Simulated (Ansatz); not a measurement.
`ClCCCCCl` + `CCCC` → `CCCCCCCCCl` + HCl  (formal exchange of groups at a C–Cl bond)

Calculated with Ansatz (gas phase, PBE0-D4/def2-TZVP geometries, no zero-point term in ΔE). CBS: MP2 limit from def2 TZ/QZ plus the TZ coupled-cluster correction, frozen cores. This one scheme is used for every species. Functionals use def2-TZVPP. One conformer a species, not always the lowest.

(1) Is it downhill or uphill in electronic energy at CCSD(T)/CBS, and by how much? (An estimate is asked.)

(2) What do these levels give: LDA (SPW92), r2SCAN, r2SCANh, r2SCAN0, RPA@PBE/def2-TZVPP, CCSD(T)/def2-SVP, MP2/def2-TZVPP, SCS-MP2/def2-TZVPP, CCSD/def2-TZVPP, MP2/def2-QZVPP, SCS-MP2/def2-QZVPP, HF/CBS(def2)? (An estimate is asked.)

Largest T1 diagnostic among the species: 0.009.

## Answers

(1) Computed: Downhill: ΔE = -15.4 kJ/mol.

(2) Ansatz gave: LDA (SPW92) -13.2, r2SCAN -7.1, r2SCANh -8.1, r2SCAN0 -9.6, RPA@PBE/def2-TZVPP -17.5, CCSD(T)/def2-SVP -22.3, MP2/def2-TZVPP -16.9, SCS-MP2/def2-TZVPP -14.5, CCSD/def2-TZVPP -18.1, MP2/def2-QZVPP -15.7, SCS-MP2/def2-QZVPP -13.4, HF/CBS(def2) -7.5 kJ/mol.

From BLYP to BHLYP (50 % exact exchange), in def2-TZVPP and without D4, ΔE moves by −8.2 kJ/mol. The D4 term adds −3.9 kJ/mol with B3LYP and −3.0 kJ/mol with PBE0; it sums over pairs of atoms, weighted by their polarisabilities, and B3LYP, whose exchange is more repulsive, gets the larger term. Leaving LDA and LC-ωPBE aside and taking each functional with its dispersion term where it has one, the values, not all of them listed here, spread over 9.3 kJ/mol, from PBE-QIDH to BLYP-D4. LDA lies −9.0 kJ/mol from PBE without D4.

B3LYP here is the variant with VWN-RPA as its local correlation; programs differ in this.
